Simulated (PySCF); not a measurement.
Screening by computed properties: pick the candidate that meets the target.

Each SMILES stands for a single optimised conformer of the isolated species, non-relativistic unless stated; the electronic structure was computed with PySCF and density fitting.

Dipoles, sizes and rotational constants follow the conformer. The torsions of the flexible species, by atom-mapped SMILES:
- `[cH:1]1[cH:2][c:3]([CH:4]2[CH2:5][CH2:6]2)[p:7][cH:8][p:9]1`: C2–C3–C4–C5 -145°
- `[CH2:1]=[CH:2][C@@:3]1([CH2:4][CH3:5])[SiH2:6][C@@H:7]1[CH3:8]`: C1–C2–C3–C4 177°, C2–C3–C4–C5 70°
- `[CH3:1][N:2]([S:3]([CH3:4])(=[O:5])=[O:6])[S:7]([CH3:8])(=[O:9])=[O:10]`: C1–N2–S3–C4 -76°, C1–N2–S7–C8 -131°
- `[CH3:1][CH2:2][CH2:3][n:4]1[n:5][cH:6][c:7]([C:8]([F:9])([F:10])[F:11])[n:12]1`: C1–C2–C3–N4 68°, C2–C3–N4–N5 84°, C6–C7–C8–F9 12°
- `[H]/[P:8]=[P:7]/[c:6]1[cH:5][cH:4][cH:3][c:2]([CH3:1])[cH:9]1`: C5–C6–P7–P8 -165°
- `[CH2:1]=[CH:2][CH2:3][C@@H:4]1[CH2:5][SiH2:6][C@H:7]1[CH3:8]`: C1–C2–C3–C4 -117°, C2–C3–C4–C5 180°

The conformers of `CC(C)[SiH]1CC=CC1` and `FC[SiH]1[SiH2][SiH2]C[SiH2][SiH2]1` aren't listed.

Problem. Wanted: HOMO energy above -6.5 eV (PBE0/pcSseg-1) and HOMO–LUMO gap below 7.7 eV (PBE0/pcSseg-1), at GFN2-xTB geometries. Which candidate meets both?
A. `CCCn1ncc(C(F)(F)F)n1`
B. `C1[SiH2][SiH2][SiH](CF)[SiH2][SiH2]1`
C. `c1cc(C2CC2)pcp1`
D. `C1C=CC[SiH]1C(C)C`
E. `C=C[C@@]1(CC)[SiH2][C@@H]1C`
F. `CN(S(C)(=O)=O)S(C)(=O)=O`

Solution. E. Computed values:
| species | HOMO energy | HOMO–LUMO gap |
| --- | --- | --- |
| CN(S(C)(=O)=O)S(C)(=O)=O | -8.67 eV | 9.45 eV |
| CCCn1ncc(C(F)(F)F)n1 | -8.26 eV | 7.56 eV |
| C1[SiH2][SiH2][SiH](CF)[SiH2][SiH2]1 | -7.96 eV | 6.94 eV |
| C1C=CC[SiH]1C(C)C | -6.95 eV | 7.76 eV |
| c1cc(C2CC2)pcp1 | -6.78 eV | 4.81 eV |
| C=C[C@@]1(CC)[SiH2][C@@H]1C | -6.16 eV | 6.01 eV |

Problem. Wanted: smallest rotational constant between 0.7 GHz and 1 GHz (GFN2-xTB) and dipole moment below 1 D (PBE0/pcSseg-1), at GFN2-xTB geometries. Which candidate meets both?
A. `C=CC[C@@H]1C[SiH2][C@H]1C`
B. `C=C[C@@]1(CC)[SiH2][C@@H]1C`
C. `c1cc(C2CC2)pcp1`
D. `CN(S(C)(=O)=O)S(C)(=O)=O`
E. `[H]/P=P/c1cccc(C)c1`
F. `CCCn1ncc(C(F)(F)F)n1`

Solution. A. Computed values:
```
                    species  smallest rotational constant  dipole moment
       CCCn1ncc(C(F)(F)F)n1                     0.473 GHz         3.35 D
        [H]/P=P/c1cccc(C)c1                     0.572 GHz         1.99 D
            c1cc(C2CC2)pcp1                     0.654 GHz         2.21 D
   CN(S(C)(=O)=O)S(C)(=O)=O                     0.809 GHz         1.15 D
  C=CC[C@@H]1C[SiH2][C@H]1C                     0.877 GHz         0.18 D
C=C[C@@]1(CC)[SiH2][C@@H]1C                     1.215 GHz         0.67 D
```
